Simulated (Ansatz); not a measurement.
Reaction (redistribution): `[CH3][Ta](=[O])([F])[F]` + `COB(O)Br` → `[O]=[Ta]([OH])([F])[F]` + `COB(C)Br`

Program: Ansatz. Geometries: PBE0-D4/def2-TZVP. ΔE: electronic, gas phase. CBS: MP2 limit from def2 TZ/QZ plus the TZ coupled-cluster correction, frozen cores. DFT in def2-TZVPP. B3LYP here is the variant with VWN-RPA as its local correlation; programs differ in this. def2 core potentials past Kr. For Br, Ta outer-core shells are correlated without core-valence functions, which leaves a few kJ/mol of doubt a bond. Scalar relativity is left out up to krypton. Each species was taken in one conformer, which may not be the lowest.

| level | ΔE (kJ/mol) | difference from CCSD(T)/CBS |
| --- | --- | --- |
| revPBE-D4 | -39.2 | -4.1 |
| B97M-V | -38.5 | -3.4 |
| BHLYP-D4 | -35.6 | -0.5 |
| PBE | -37.3 | -2.2 |
| B3LYP | -37.1 | -2.0 |
| BHLYP | -35.8 | -0.7 |
| CAM-B3LYP | -38.7 | -3.6 |
| CCSD/def2-TZVPP | -33.5 | 1.6 |
| SCS-MP2/def2-QZVPP | -36.7 | -1.6 |
| CCSD/CBS(def2) | -34.5 | 0.6 |
| CCSD(T)/CBS | -35.1 | 0 |

Largest T1 diagnostic among the species: 0.020.

At CCSD(T), def2-SVP lies +3.2 kJ/mol from the extrapolated value and def2-TZVPP +1.0 kJ/mol. Leaving LDA and LC-ωPBE aside and taking each functional with its dispersion term where it has one, the values, not all of them listed here, spread over 5.0 kJ/mol, from ωB97X-V to r2SCAN0-D4.
